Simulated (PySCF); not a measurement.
# Electron correlation in Br⁺ (bromine, charge +1)

[Ar] 3d10 4s2 4p4, high-spin 3P determinant. Calculation: PySCF 2.14, in cc-pVTZ-DK; the spin-free X2C one-electron Hamiltonian (Gaussian nucleus). Frozen: [Ar] 3d10; 6 electrons correlated.

MP2 pair energies summed by pair of shells (mhartree):

```tsv
pair	energy	share (%)
4s-4p	-47.86	46.4
4p-4p	-47.20	45.7
4s-4s	-8.20	7.9
```

Total MP2 correlation energy: -103.26 mhartree.

Same-spin part -23.45 and opposite-spin part -79.82 mhartree; SCS-MP2 scales them by 1/3 and 6/5 to -103.60 mhartree.

```csv
level,correlation energy (mhartree)
CCSD,-122.50
(T),-3.17
CCSD(T),-125.67
```

Diagnostics: T1 = 0.0070, D1 = 0.0221, largest double amplitude 0.051.

Is a single reference adequate?

Yes, within this model without spin-orbit coupling: T1 lies below 0.03 and no double amplitude reaches 0.07.
